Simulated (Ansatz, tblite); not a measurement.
Forces on Ga2Cl6 at its PBE-D4/def2-SVP geometry. The state is a singlet with charge 0.

The xTB rows come from tblite. The structure comes from a short search, and lower isomers may exist.

GFN1-xTB (tblite), largest force 0.50 eV/Å:

```xyz
8
positions Å, forces eV/Å
Ga   -1.442    0.589    0.543    0.229   -0.096   -0.062
Ga    1.445   -0.592   -0.534   -0.221    0.080    0.103
Cl   -0.733   -1.473   -0.345    0.210    0.428    0.093
Cl    2.752   -1.647    0.794   -0.228    0.229   -0.388
Cl   -2.037    0.315    2.582    0.042    0.118   -0.489
Cl    0.762    1.420    0.480   -0.221   -0.408   -0.146
Cl    1.874   -0.230   -2.601    0.008   -0.137    0.477
Cl   -2.619    1.619   -0.919    0.181   -0.213    0.411
```

GFN2-xTB (tblite), largest force 0.71 eV/Å:

```
Ga -0.282 0.124 0.089
Ga 0.274 -0.112 -0.122
Cl 0.184 0.363 0.092
Cl -0.456 0.354 -0.415
Cl 0.227 0.074 -0.670
Cl -0.189 -0.355 -0.113
Cl -0.161 -0.107 0.675
Cl 0.402 -0.342 0.463
```

PBE0-D4/def2-TZVP (Ansatz), largest force 0.48 eV/Å:

```
Ga 0.022 -0.004 -0.003
Ga -0.022 0.002 0.009
Cl 0.211 0.419 0.098
Cl -0.279 0.224 -0.279
Cl 0.129 0.057 -0.431
Cl -0.219 -0.405 -0.137
Cl -0.090 -0.074 0.436
Cl 0.248 -0.219 0.308
```
